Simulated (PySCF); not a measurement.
**Steps of a relaxation of [ReH6]+**

[ReH6]+ (singlet). PySCF 2.14.0, RKS BP86, Re def2-SVP with ECP60, H def2-SVP; non-relativistic Hamiltonian with scalar-relativistic core potentials where named; density fitting; no spin-orbit coupling. Origin of the start: displaced along the imaginary mode. Columns: position (Å) and force (eV/Å). Energies are counted from the last step; some of the 13 steps are shown. Forces carry noise of the integration grid, about 0.01 to 0.03 eV/Å.

Run from Python with OMP_NUM_THREADS=2. Where DIIS fails, smearing, a level shift and second-order steps follow.
It took 15 s on 2 threads of Intel(R) Xeon(R) 6975P-C (Granite Rapids), with other jobs on the host, from the converged density of the start.

```xyz
7
step 0  E = 8.736 eV
Re   -0.0008    0.0008   -0.0006    -9.85    9.27   -8.17
H     0.1369   -0.1246    1.6638     2.12   -2.01    0.13
H     0.1369   -0.1246   -1.9321     1.58   -1.52    1.32
H     1.6027   -0.1246    0.0940     1.18   -2.18    1.98
H     0.1369    1.9758    0.0940     1.53   -1.25    1.41
H    -1.9932   -0.1246    0.0940     1.21   -1.46    1.39
H     0.1369   -1.6201    0.0940     2.24   -0.84    1.93
```

```xyz
7
step 4  E = 0.883 eV
Re   -0.3692    0.3673   -0.3650     1.91   -1.76    1.48
H     0.1352   -0.1321    1.2049    -0.66    0.63   -1.15
H     0.3619   -0.3592   -1.6845     0.00   -0.03    0.75
H     1.2196   -0.1514    0.1350    -1.36    0.72   -0.66
H     0.3599    1.6990    0.3439     0.02   -0.79    0.10
H    -1.7054   -0.3534    0.3441     0.80   -0.05    0.11
H     0.1542   -1.2124    0.1288    -0.71    1.27   -0.63
```

```xyz
7
step 8  E = 0.006 eV
Re   -0.4001    0.4051   -0.4195     0.16   -0.26    0.55
H    -0.0771    0.0791    1.1319    -0.06    0.06   -0.15
H     0.5003   -0.4965   -1.4383    -0.06    0.07    0.06
H     1.1329    0.0686   -0.0692     0.05    0.04   -0.07
H     0.4981    1.4300    0.4877    -0.13   -0.08   -0.15
H    -1.4262   -0.4946    0.4872     0.08    0.15   -0.17
H    -0.0718   -1.1338   -0.0726    -0.04    0.02   -0.07
```

Where does the relaxation end?

It converges at step 12 in C3v:
```xyz
7
step 12  E = 0
Re   -0.3972    0.4004   -0.4086
H    -0.0769    0.0782    1.1349
H     0.4967   -0.4941   -1.4299
H     1.1423    0.0722   -0.0751
H     0.4918    1.4288    0.4822
H    -1.4279   -0.4872    0.4807
H    -0.0727   -1.1404   -0.0771
```

How did the contacts change?


```
   contact  start (Å)  end (Å)
Re1–H2 (H)      1.675    1.609
Re1–H3 (H)      1.940    1.626
Re1–H4 (H)      1.611    1.609
Re1–H5 (H)      1.982    1.625
Re1–H6 (H)      1.999    1.625
Re1–H7 (H)      1.629    1.609
```
Short contacts between ligands at the end: H2···H5 1.60 Å, H2···H6 1.60 Å, H3···H4 1.60 Å, H3···H7 1.60 Å, H4···H5 1.60 Å, H6···H7 1.60 Å.
